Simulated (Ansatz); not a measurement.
Program: Ansatz. Geometries: PBE0-D4/def2-TZVP. ΔE: electronic, gas phase. CCSD(T)/CBS is the MP2 limit (def2-TZVPP, def2-QZVPP) plus CCSD(T) − MP2 in def2-TZVPP, frozen cores. DFT in def2-TZVPP. def2 core potentials past Kr. For Sn outer-core shells are correlated without core-valence functions, which leaves a few kJ/mol of doubt a bond. One conformer a species, not always the lowest.

Reaction (ligand exchange at a B–C bond): `[SiH3]B[CH2][SnH3]` + `OCS` → `[SiH3]BOCS` + `[CH3][SnH3]`

CCSD(T)/CBS gives -1.09 eV.

Another level gave -1.08 eV. Which?
A. HF/def2-TZVPP
B. PBE-D4/def2-TZVPP
C. SCS-MP2/def2-TZVPP
D. PBE/def2-TZVPP

B. PBE-D4 -1.08, SCS-MP2/def2-TZVPP -1.18, HF/def2-TZVPP -1.37, PBE -1.13 eV.

Largest T1 diagnostic among the species: 0.014.

In def2-TZVPP, CCSD(T) changes the Hartree–Fock value by +0.22 eV (the triples alone add +0.02 eV) and MP2 by +0.26 eV. The D4 term adds +0.08 eV with B3LYP and +0.04 eV with PBE0; it sums over pairs of atoms, weighted by their polarisabilities, and B3LYP, whose exchange is more repulsive, gets the larger term.

B3LYP here is the variant with VWN-RPA as its local correlation; programs differ in this.
